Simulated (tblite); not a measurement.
A geometry optimisation, step by step.

Compound: C6H2BrNOS.
Atom-mapped SMILES: `[N:1]#[C:2][c:3]1[cH:4][cH:5][s:6][c:7]1[C:8](=[O:9])[Br:10]` (hydrogens: H11 on C4; H12 on C5)

Computed with GFN2-xTB (tblite), gas phase: L-BFGS steps from a force-field or distance-geometry start until the largest atomic force falls under 0.01 eV/Å. 14 of its 37 geometries are shown.

Step 0: E = -764.2378 eV, largest atomic force 5.108 eV/Å
```
atom  x, y, z in Å  |  force x, y, z in eV/Å
N1      1.120    2.708   -1.073   -2.301  -3.355   1.299
C2      0.525    1.760   -0.701    1.471   1.814  -0.638
C3     -0.165    0.548   -0.208    3.408   3.494  -1.505
C4     -1.510    0.481   -0.165   -4.274   0.529  -0.045
C5     -2.089   -0.669    0.303    3.460  -0.552   0.064
S6     -0.626   -1.766    0.691   -1.395   1.035  -0.337
C7      0.556   -0.527    0.189   -0.084  -2.368   0.968
C8      2.004   -0.722    0.246    1.732   3.486  -1.473
O9      2.819    0.164   -0.119   -2.689  -3.137   1.311
Br10    2.662   -2.412    0.885   -0.204   0.088  -0.019
H11    -2.170    1.325   -0.476    0.726  -0.648   0.222
H12    -3.126   -0.892    0.403    0.151  -0.385   0.154
```

Step 3: E = -764.9061 eV, largest atomic force 3.759 eV/Å
```
atom  x, y, z in Å  |  force x, y, z in eV/Å
N1      1.101    2.690   -1.066   -0.617  -0.704   0.269
C2      0.535    1.757   -0.698    0.389   0.106  -0.012
C3     -0.132    0.583   -0.226    0.270   0.999  -0.433
C4     -1.539    0.496   -0.168   -0.289   0.220  -0.041
C5     -2.024   -0.690    0.308    0.945   0.109  -0.110
S6     -0.660   -1.741    0.682   -0.515   0.127  -0.015
C7      0.537   -0.553    0.201   -0.366  -0.359   0.164
C8      1.977   -0.700    0.235    1.995   2.358  -0.993
O9      2.812    0.151   -0.113   -2.624  -2.486   1.032
Br10    2.657   -2.414    0.886   -0.271   0.110  -0.032
H11    -2.167    1.324   -0.476    0.102  -0.176   0.063
H12    -3.095   -0.903    0.407    0.980  -0.304   0.108
```

Step 6: E = -765.1414 eV, largest atomic force 0.614 eV/Å
```
atom  x, y, z in Å  |  force x, y, z in eV/Å
N1      1.084    2.682   -1.064    0.079   0.304  -0.121
C2      0.548    1.744   -0.691    0.151   0.035  -0.015
C3     -0.126    0.606   -0.237   -0.255  -0.409   0.177
C4     -1.536    0.514   -0.173    0.380   0.149  -0.075
C5     -1.974   -0.683    0.301   -0.068   0.190  -0.077
S6     -0.681   -1.734    0.682    0.359  -0.171   0.068
C7      0.512   -0.557    0.204   -0.127   0.141  -0.062
C8      1.957   -0.672    0.223   -0.414  -0.420   0.172
O9      2.770    0.123   -0.100   -0.027   0.319  -0.125
Br10    2.639   -2.417    0.888   -0.288  -0.047   0.023
H11    -2.169    1.320   -0.474   -0.196   0.173  -0.060
H12    -3.021   -0.926    0.415    0.405  -0.266   0.096
```

Step 8: E = -765.1811 eV, largest atomic force 0.286 eV/Å
```
atom  x, y, z in Å  |  force x, y, z in eV/Å
N1      1.077    2.690   -1.067    0.012   0.090  -0.032
C2      0.562    1.740   -0.689    0.143   0.180  -0.082
C3     -0.127    0.605   -0.237    0.122   0.064  -0.003
C4     -1.526    0.531   -0.179   -0.054  -0.014  -0.016
C5     -1.948   -0.671    0.294   -0.010  -0.056   0.036
S6     -0.674   -1.738    0.685    0.222  -0.016   0.000
C7      0.496   -0.557    0.204    0.128  -0.061   0.008
C8      1.930   -0.678    0.224    0.172  -0.133   0.064
O9      2.744    0.123   -0.099   -0.201   0.056  -0.026
Br10    2.614   -2.421    0.890   -0.282  -0.033   0.015
H11    -2.178    1.326   -0.476   -0.088   0.141  -0.049
H12    -2.969   -0.953    0.425   -0.163  -0.219   0.085
```

Step 11: E = -765.2001 eV, largest atomic force 0.168 eV/Å
```
atom  x, y, z in Å  |  force x, y, z in eV/Å
N1      1.078    2.707   -1.074    0.012   0.032  -0.013
C2      0.577    1.750   -0.693   -0.033   0.017  -0.005
C3     -0.117    0.612   -0.238   -0.033   0.049  -0.026
C4     -1.525    0.535   -0.182    0.012  -0.033   0.018
C5     -1.941   -0.672    0.295   -0.040  -0.048   0.022
S6     -0.657   -1.739    0.685   -0.051   0.061  -0.025
C7      0.501   -0.556    0.203   -0.020   0.098  -0.030
C8      1.930   -0.690    0.230   -0.037   0.089  -0.035
O9      2.723    0.129   -0.102    0.154  -0.026   0.007
Br10    2.575   -2.428    0.893   -0.117  -0.068   0.028
H11    -2.185    1.336   -0.480    0.115  -0.116   0.041
H12    -2.958   -0.984    0.436    0.037  -0.055   0.018
```

Step 14: E = -765.2089 eV, largest atomic force 0.171 eV/Å
```
atom  x, y, z in Å  |  force x, y, z in eV/Å
N1      1.080    2.720   -1.079    0.007  -0.012   0.004
C2      0.580    1.762   -0.698   -0.126   0.010   0.001
C3     -0.117    0.624   -0.243   -0.070  -0.068   0.021
C4     -1.524    0.527   -0.179    0.025   0.038  -0.004
C5     -1.942   -0.680    0.299    0.039   0.051  -0.029
S6     -0.651   -1.730    0.681    0.134  -0.063   0.025
C7      0.504   -0.542    0.198   -0.024   0.018  -0.002
C8      1.931   -0.682    0.227   -0.036   0.020  -0.014
O9      2.735    0.125   -0.101    0.147  -0.082   0.031
Br10    2.533   -2.442    0.899   -0.060   0.009  -0.001
H11    -2.174    1.327   -0.477   -0.094   0.042  -0.017
H12    -2.953   -1.011    0.446    0.057   0.038  -0.015
```

Step 17: E = -765.2169 eV, largest atomic force 0.198 eV/Å
```
atom  x, y, z in Å  |  force x, y, z in eV/Å
N1      1.080    2.725   -1.081   -0.047  -0.042   0.018
C2      0.563    1.776   -0.703   -0.021   0.021  -0.012
C3     -0.124    0.632   -0.247    0.041   0.092  -0.020
C4     -1.525    0.527   -0.178   -0.134   0.004  -0.010
C5     -1.932   -0.683    0.299    0.088  -0.070   0.026
S6     -0.630   -1.728    0.680   -0.010   0.061  -0.020
C7      0.505   -0.526    0.193    0.121  -0.007  -0.010
C8      1.929   -0.671    0.223    0.173  -0.090   0.037
O9      2.766    0.106   -0.094   -0.058  -0.067   0.025
Br10    2.484   -2.454    0.905   -0.021   0.002  -0.001
H11    -2.178    1.324   -0.476   -0.129   0.042  -0.012
H12    -2.936   -1.029    0.452   -0.003   0.053  -0.020
```

Step 19: E = -765.2209 eV, largest atomic force 0.091 eV/Å
```
atom  x, y, z in Å  |  force x, y, z in eV/Å
N1      1.079    2.727   -1.082   -0.039   0.028  -0.010
C2      0.550    1.784   -0.706    0.037  -0.004   0.000
C3     -0.129    0.638   -0.248    0.004   0.045  -0.007
C4     -1.532    0.528   -0.178   -0.013  -0.009  -0.007
C5     -1.924   -0.688    0.301   -0.001   0.007   0.001
S6     -0.617   -1.725    0.679   -0.035   0.078  -0.028
C7      0.513   -0.517    0.189    0.032   0.035  -0.022
C8      1.937   -0.673    0.223    0.033  -0.070   0.031
O9      2.785    0.093   -0.089   -0.010  -0.009   0.002
Br10    2.458   -2.460    0.907    0.033  -0.048   0.017
H11    -2.190    1.325   -0.476   -0.049  -0.070   0.030
H12    -2.929   -1.032    0.453    0.010   0.016  -0.006
```

Step 22: E = -765.2228 eV, largest atomic force 0.061 eV/Å
```
atom  x, y, z in Å  |  force x, y, z in eV/Å
N1      1.074    2.733   -1.084   -0.013   0.047  -0.020
C2      0.550    1.787   -0.707    0.012   0.033  -0.009
C3     -0.130    0.643   -0.249    0.016  -0.022   0.000
C4     -1.534    0.528   -0.179    0.050   0.021  -0.004
C5     -1.922   -0.688    0.301   -0.018   0.028  -0.012
S6     -0.613   -1.717    0.676    0.023  -0.039   0.014
C7      0.518   -0.510    0.186   -0.036  -0.016   0.012
C8      1.942   -0.680    0.226   -0.049   0.033  -0.015
O9      2.791    0.086   -0.087    0.029  -0.035   0.014
Br10    2.452   -2.468    0.910    0.027  -0.025   0.010
H11    -2.201    1.318   -0.473   -0.026  -0.024   0.009
H12    -2.926   -1.032    0.453   -0.014  -0.001   0.001
```

Step 25: E = -765.2237 eV, largest atomic force 0.028 eV/Å
```
atom  x, y, z in Å  |  force x, y, z in eV/Å
N1      1.069    2.740   -1.087   -0.020   0.018  -0.006
C2      0.550    1.792   -0.709   -0.003   0.018  -0.007
C3     -0.128    0.646   -0.251    0.013   0.007  -0.006
C4     -1.532    0.530   -0.180   -0.010  -0.008   0.007
C5     -1.921   -0.686    0.300    0.015  -0.019   0.006
S6     -0.610   -1.716    0.676   -0.015  -0.020   0.007
C7      0.518   -0.508    0.185    0.006  -0.014   0.008
C8      1.941   -0.680    0.226    0.013  -0.010   0.003
O9      2.797    0.077   -0.084   -0.004  -0.009   0.004
Br10    2.450   -2.475    0.913   -0.007   0.008  -0.003
H11    -2.210    1.311   -0.470    0.014   0.016  -0.008
H12    -2.924   -1.033    0.454   -0.003   0.013  -0.005
```

Step 28: E = -765.2239 eV, largest atomic force 0.029 eV/Å
```
atom  x, y, z in Å  |  force x, y, z in eV/Å
N1      1.065    2.745   -1.089   -0.029  -0.001   0.002
C2      0.549    1.795   -0.710   -0.011  -0.015   0.004
C3     -0.126    0.646   -0.251   -0.005  -0.010   0.008
C4     -1.531    0.529   -0.179    0.016   0.000  -0.003
C5     -1.920   -0.687    0.300   -0.006   0.012  -0.004
S6     -0.611   -1.718    0.676    0.011   0.018  -0.007
C7      0.519   -0.509    0.186    0.003   0.008  -0.005
C8      1.942   -0.682    0.227   -0.005  -0.011   0.006
O9      2.799    0.075   -0.083   -0.002   0.003  -0.002
Br10    2.449   -2.476    0.914   -0.004  -0.006   0.002
H11    -2.209    1.312   -0.470    0.026  -0.005   0.002
H12    -2.924   -1.031    0.453    0.006   0.006  -0.002
```

Step 30: E = -765.2242 eV, largest atomic force 0.033 eV/Å
```
atom  x, y, z in Å  |  force x, y, z in eV/Å
N1      1.057    2.750   -1.090   -0.029  -0.014   0.006
C2      0.547    1.797   -0.711   -0.010  -0.018   0.007
C3     -0.125    0.646   -0.251    0.005  -0.019   0.011
C4     -1.529    0.528   -0.179    0.025   0.016  -0.011
C5     -1.918   -0.688    0.300   -0.014   0.026  -0.009
S6     -0.611   -1.718    0.676    0.027   0.016  -0.006
C7      0.520   -0.509    0.186    0.000  -0.001  -0.003
C8      1.943   -0.686    0.228   -0.014   0.021  -0.007
O9      2.799    0.072   -0.082    0.006   0.000  -0.001
Br10    2.447   -2.477    0.914    0.003  -0.021   0.008
H11    -2.206    1.311   -0.470    0.008   0.004  -0.001
H12    -2.924   -1.028    0.452   -0.007  -0.010   0.004
```

Step 33: E = -765.2245 eV, largest atomic force 0.026 eV/Å
```
atom  x, y, z in Å  |  force x, y, z in eV/Å
N1      1.040    2.757   -1.093   -0.010   0.000  -0.001
C2      0.543    1.799   -0.711    0.011   0.000   0.003
C3     -0.121    0.645   -0.250    0.003  -0.001  -0.002
C4     -1.525    0.529   -0.179   -0.016   0.006  -0.004
C5     -1.916   -0.686    0.300   -0.001   0.000   0.000
S6     -0.608   -1.717    0.676   -0.017  -0.007   0.004
C7      0.522   -0.510    0.186    0.006  -0.010   0.003
C8      1.944   -0.689    0.229    0.017   0.011  -0.006
O9      2.802    0.066   -0.080    0.013   0.006  -0.002
Br10    2.444   -2.483    0.916    0.004  -0.015   0.006
H11    -2.200    1.312   -0.471   -0.010   0.023  -0.008
H12    -2.923   -1.025    0.450   -0.001  -0.013   0.005
```

Step 36: E = -765.2246 eV, largest atomic force 0.010 eV/Å
```
atom  x, y, z in Å  |  force x, y, z in eV/Å
N1      1.034    2.760   -1.093    0.000   0.003  -0.001
C2      0.542    1.798   -0.711    0.003   0.001   0.000
C3     -0.120    0.644   -0.250   -0.006   0.001  -0.002
C4     -1.525    0.530   -0.180   -0.004  -0.001   0.002
C5     -1.917   -0.685    0.300   -0.003  -0.001  -0.001
S6     -0.609   -1.718    0.676   -0.007   0.002   0.000
C7      0.523   -0.511    0.187   -0.001   0.004  -0.001
C8      1.945   -0.689    0.229    0.002  -0.009   0.003
O9      2.804    0.066   -0.080    0.003  -0.003   0.002
Br10    2.444   -2.486    0.917    0.003   0.006  -0.002
H11    -2.198    1.315   -0.472    0.004   0.002  -0.001
H12    -2.923   -1.025    0.451    0.005  -0.004   0.002
```

**Question.** Summarise the path.

**Answer.** The energy falls by 22.76 kcal/mol from step 0 to step 36; nine tenths of that is first reached at step 6. It falls at every step. The largest force goes from 5.108 to 0.010 eV/Å. Among the bonds C5–S6 changes most, from 1.869 to 1.708 Å; the atoms move by 0.127 Å rms after alignment.
